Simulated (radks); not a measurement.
The nuclear charge of the platinum ion Pt+ is varied continuously with 77 electrons held in [Xe] 4f14 5d9. Method: scalar-relativistic Kohn-Sham, LDA (Slater exchange, Perdew-Wang correlation), spin-polarised, spherical densities, finite nucleus; open shells are filled with parallel spins first (spin-orbit coupling, left out, can overturn this in heavy ions); Fermi nuclear charge, rms radius 5.427 fm; computed with a radial shooting solver on a logarithmic mesh with Libxc functionals. By the Hellmann-Feynman theorem dE/dZ = E(electron-nucleus)/Z, the electronic potential at the nucleus (averaged over a nucleus of fixed radius). The scalar-relativistic energy here is not variational (the density holds large components alone), so the two differ by a part that grows with Z.

Z     E (hartree)  E(electron-nucleus)/Z (hartree)  HOMO  e(HOMO) (eV)  <r> HOMO (bohr)
77    -17814.0310                         -574.246    5d        -3.924            1.886
77.5  -18105.0682                         -580.052    5d        -8.739            1.753
78    -18399.0712                         -585.863    5d       -14.311            1.652
78.5  -18696.0455                         -591.686    5d       -20.530            1.570
79    -18995.9989                         -597.523    5d       -27.323            1.500

The central difference of E at Z = 78 is -590.977 hartree, to compare with the third column; the second derivative is -11.9 hartree.
